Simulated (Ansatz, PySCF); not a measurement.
B3H6N3, SMILES B1NBNBN1. Atoms are numbered in the order given.

```xyz
12

B      1.4488     0.0000     0.0000
N      0.7046     1.2204     0.0000
B     -0.7244     1.2547     0.0000
N     -1.4092     0.0000     0.0000
B     -0.7244    -1.2547     0.0000
N      0.7046    -1.2204     0.0000
H      2.6559     0.0000     0.0000
H      1.2111     2.0977     0.0000
H     -1.3280     2.3001     0.0000
H     -2.4222     0.0000     0.0000
H     -1.3280    -2.3001     0.0000
H      1.2111    -2.0977     0.0000
```
Charge 0, spin multiplicity 1.

Geometry: B3LYP-D3(BJ)/def2-SVP.

Vertical ionisation energy (IE) and electron affinity (EA) in eV. Rows of orbital energies are one-electron estimates. Where ΔSCF, EOM or ADC give a negative EA the extra electron is unbound and the value depends on the basis.

```
level                                                                        IE     EA
------------------------------------------------------------------------  -----  -----
−ε(HOMO), −ε(LUMO), PBE0/def2-TZVP (PySCF)                                 8.14  -0.33
ΔSCF, CAM-B3LYP/def2-SVPD (Ansatz), final states of multiplicity 2 and 2  10.34  -1.49
```

**Question.** What vertical singlet–triplet gap does ΔSCF give with CAM-B3LYP/def2-SVPD (Ansatz, an electronic-structure program)? (The exact figures need the calculation; the answer reports its results.)

**Answer.** 6.74 eV (triplet above singlet where positive).
